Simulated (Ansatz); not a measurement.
Mulliken charges of C2H5I, SMILES `CCI` from r2SCAN/def2-TZVPP in Ansatz (PBE0-D4/def2-TZVP geometry).

```
atom   x (Å)   y (Å)   z (Å)  charge (e)
  C1  -0.489   0.575  -0.307      -0.118
  C2   0.264  -0.641   0.167      -0.130
  I3   2.127  -0.123   1.105      -0.124
  H4  -1.427   0.261  -0.776       0.050
  H5   0.086   1.139  -1.042       0.057
  H6  -0.730   1.243   0.521       0.057
  H7   0.540  -1.308  -0.647       0.103
  H8  -0.279  -1.204   0.923       0.103
```

Question: By hand: the dipole of these point charges (1 e Å = 4.8032 D).

Answer: Σ q r = (-0.322, -0.079, -0.163) e Å, of length 0.369 e Å = 1.77 D.

Question: How does the dipole of the full density compare? (Estimate.)

Answer: Computed: (-0.387, -0.061, -0.198) e Å, 2.11 D; the point charges give 0.84 times that, at 4° from its direction.

Point charges leave out the atoms' own dipoles, such as those of lone pairs, and Mulliken's split depends on the basis, so the two needn't agree.
